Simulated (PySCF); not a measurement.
Sn(F)2(OH)(OEt) (C₂H₆F₂O₂Sn), SMILES CC[O][Sn]([OH])([F])[F]. The structure is a stationary point at PBE0-D3(BJ)/def2-SVP. The def2 effective core potentials stand for the cores of Sn; spin–orbit coupling is left out. One conformer was computed; it need not be the lowest.

Task: Give the equilibrium geometry at PBE0-D3(BJ)/def2-SVP (PySCF confirms it by a frequency run) as Cartesian coordinates in Å. (An estimate is asked for; the answer gives what the named calculation found.)

Result: This is not unique; one that fits is 
```xyz
13

C     -3.5820     0.6946     0.1160
C     -2.3335    -0.1335     0.2961
O     -1.2093     0.7281     0.1539
Sn     0.5735    -0.0251    -0.0440
O      1.8219     1.2993    -0.7377
F      1.2815    -0.7230     1.6039
F      0.4438    -1.5681    -1.1855
H     -4.4789     0.0683     0.2377
H     -3.6032     1.1471    -0.8862
H     -3.6168     1.5038     0.8601
H     -2.3288    -0.6045     1.2968
H     -2.3028    -0.9487    -0.4499
H      2.7202     1.1252    -0.4264
```
